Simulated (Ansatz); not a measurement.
`BC1=CC1` + `S[CH2][GeH3]` → `BS[CH2][GeH3]` + `C1=CC1`  (ligand exchange at a B–C bond)

Computed with Ansatz on PBE0-D4/def2-TZVP structures; ΔE is electronic, products minus reactants. CBS: MP2 limit from def2 TZ/QZ plus the TZ coupled-cluster correction, frozen cores. This one scheme is used for every species. For Ge outer-core shells are correlated without core-valence functions, which leaves a few kJ/mol of doubt a bond. Scalar relativity is left out up to krypton. One conformer a species, not always the lowest.

```
        species  MP2/def2-TZVPP energy (Eh)
      `BC1=CC1`                  -141.72519
 `S[CH2][GeH3]`                 -2514.89787
`BS[CH2][GeH3]`                 -2540.28547
       `C1=CC1`                  -116.35391
```

Question: Work out ΔE.

Answer: ΔE = (-2540.28547) + (-116.35391) − (-141.72519) − (-2514.89787) = -0.01632 Eh = -42.8 kJ/mol. CCSD(T)/CBS gives -47.9 kJ/mol.

Largest T1 diagnostic among the species: 0.013.

In def2-TZVPP, CCSD(T) changes the Hartree–Fock value by +20.1 kJ/mol (the triples alone add +3.4 kJ/mol) and MP2 by +25.3 kJ/mol.
